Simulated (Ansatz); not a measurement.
**Question.** Name a neutral molecule of Br, C, Ga, O and H with LUMO energy (PBE/def2-TZVPP) between -2.25 and -1.95 eV and HOMO energy (B3LYP/def2-TZVPP) between -8.20 and -7.90 eV (Ansatz, PBE0-D4/def2-TZVP geometry).

**Answer.** `C[O][GaH][Br]` (-1.96 eV, -7.92 eV); `C[O][Ga]([OH])[Br]` (-2.17 eV, -8.01 eV). Other molecules can fit too; these were computed, each in one conformer that needn't be the lowest.

B3LYP here is the variant with VWN-RPA as its local correlation; programs differ in this.
